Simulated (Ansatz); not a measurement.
Steps of a relaxation of CH$_{6}$Si$_{2}$Te (`[SiH3]C1[SiH2][Te]1`) with RKS PBE-D4/def2-SVP.

```sh
$ ansatz run in.yaml --threads 4 --pin off --events-out ev --progress --plain --max-ram 10444MiB
```

```yaml
crystal:
  periodic: [false, false, false]
  atoms:
    - {symbol: Si, position_ang: [-0.720000, 1.182800, 0.179800]}
    - {symbol: C, position_ang: [0.025200, -0.190700, -0.754100]}
    - {symbol: Si, position_ang: [1.027500, -1.238800, 0.316500]}
    - {symbol: Te, position_ang: [-1.079500, -1.949600, -0.693600]}
    - {symbol: H, position_ang: [-1.841600, 1.791000, -0.674100]}
    - {symbol: H, position_ang: [-1.332700, 0.763200, 1.437500]}
    - {symbol: H, position_ang: [0.268400, 2.262800, 0.444700]}
    - {symbol: H, position_ang: [0.522200, 0.059700, -1.745100]}
    - {symbol: H, position_ang: [0.977400, -0.913700, 1.808000]}
    - {symbol: H, position_ang: [2.236100, -1.817900, -0.316600]}
basis:
  gaussian: {orbitals: def2-SVP}
hamiltonian: {xc: pbe, dispersion: d4}
relax: {f_tol: 0.03, max_steps: 200}
```

Positions (Å) and forces (eV/Å) along the path, 7 of 7 steps:

```xyz
10
step=1 energy=-24166.8357 eV
Si   -0.720    1.183    0.180   -1.116    1.620   -0.932
C     0.025   -0.191   -0.754    1.522    2.102   -1.666
Si    1.028   -1.239    0.317    0.653   -0.942    1.222
Te   -1.079   -1.950   -0.694   -1.527   -2.256   -0.147
H    -1.842    1.791   -0.674    0.246   -0.075    0.293
H    -1.333    0.763    1.438   -0.155   -0.396    0.691
H     0.268    2.263    0.445    0.307    0.262    0.094
H     0.522    0.060   -1.745   -0.530   -0.051    0.728
H     0.977   -0.914    1.808    0.261   -0.169   -0.478
H     2.236   -1.818   -0.317    0.339   -0.094    0.194
10
step=2 energy=-24167.2951 eV
Si   -0.777    1.281    0.127   -0.414    0.357    0.066
C     0.053   -0.152   -0.718    0.382    0.477   -0.613
Si    1.024   -1.338    0.313    0.087   -0.271    0.316
Te   -1.113   -2.071   -0.724    0.006   -0.179    0.040
H    -1.912    1.881   -0.680    0.156   -0.108    0.047
H    -1.321    0.795    1.430   -0.081   -0.034    0.180
H     0.227    2.363    0.415    0.076    0.080   -0.054
H     0.507    0.099   -1.705   -0.199   -0.187    0.139
H     1.091   -1.036    1.787   -0.033   -0.114   -0.109
H     2.305   -1.875   -0.242    0.020   -0.023   -0.011
10
step=3 energy=-24167.3317 eV
Si   -0.796    1.317    0.137    0.027    0.032    0.107
C     0.093   -0.111   -0.700    0.025    0.027   -0.299
Si    1.042   -1.361    0.313    0.075   -0.027    0.005
Te   -1.079   -2.075   -0.726   -0.088   -0.045    0.035
H    -1.917    1.880   -0.694    0.000   -0.057   -0.024
H    -1.340    0.835    1.456    0.022    0.039   -0.044
H     0.203    2.421    0.392   -0.039    0.013   -0.007
H     0.456    0.075   -1.737    0.017    0.010    0.268
H     1.091   -1.131    1.795   -0.021   -0.012   -0.031
H     2.330   -1.901   -0.234   -0.018    0.020   -0.008
10
step=4 energy=-24167.3377 eV
Si   -0.796    1.318    0.140    0.042   -0.014    0.021
C     0.096   -0.109   -0.702    0.031   -0.020   -0.009
Si    1.040   -1.370    0.307    0.019    0.025    0.009
Te   -1.095   -2.075   -0.710   -0.003    0.064   -0.053
H    -1.923    1.851   -0.700   -0.022   -0.021   -0.011
H    -1.333    0.849    1.466    0.025    0.021   -0.035
H     0.190    2.440    0.376   -0.033    0.001   -0.007
H     0.494    0.099   -1.718   -0.052   -0.047    0.092
H     1.083   -1.151    1.789    0.010   -0.009    0.000
H     2.328   -1.903   -0.246   -0.016    0.000   -0.009
10
step=5 energy=-24167.3440 eV
Si   -0.797    1.324    0.136    0.044    0.026    0.059
C     0.130   -0.092   -0.681   -0.011    0.013   -0.072
Si    1.033   -1.388    0.315   -0.008    0.000    0.016
Te   -1.104   -2.021   -0.756    0.008   -0.013    0.002
H    -1.981    1.778   -0.674    0.000   -0.039   -0.026
H    -1.263    0.873    1.492   -0.005    0.015    0.008
H     0.137    2.498    0.299   -0.007    0.018    0.007
H     0.546    0.120   -1.685   -0.008   -0.012    0.008
H     1.073   -1.196    1.800   -0.006   -0.019    0.003
H     2.308   -1.946   -0.243   -0.008    0.011   -0.003
10
step=6 energy=-24167.3454 eV
Si   -0.789    1.330    0.142   -0.038    0.013   -0.031
C     0.138   -0.085   -0.678   -0.003   -0.017    0.012
Si    1.028   -1.391    0.316    0.024   -0.021   -0.017
Te   -1.106   -2.010   -0.766   -0.002    0.007    0.002
H    -1.985    1.734   -0.678    0.005    0.009    0.019
H    -1.240    0.894    1.507   -0.003   -0.002    0.011
H     0.120    2.527    0.283    0.005    0.000   -0.004
H     0.552    0.124   -1.683    0.014    0.004    0.010
H     1.060   -1.231    1.806   -0.004    0.011   -0.010
H     2.303   -1.942   -0.246    0.001   -0.005    0.008
10
step=7 energy=-24167.3457 eV
Si   -0.791    1.330    0.140   -0.006    0.012    0.001
C     0.140   -0.085   -0.677   -0.010   -0.006    0.004
Si    1.029   -1.395    0.315    0.002   -0.003   -0.001
Te   -1.106   -2.008   -0.770    0.006    0.000    0.000
H    -1.993    1.734   -0.671    0.006   -0.003    0.004
H    -1.235    0.897    1.509    0.000    0.001    0.002
H     0.117    2.529    0.274   -0.001   -0.003   -0.002
H     0.559    0.126   -1.678    0.006    0.002   -0.007
H     1.058   -1.231    1.804   -0.002    0.001   -0.002
H     2.305   -1.948   -0.244   -0.001   -0.001    0.001
```

Run time 9.5 s (4 threads of an Arm Neoverse V2 on a shared host); peak host memory 0.16 GiB.
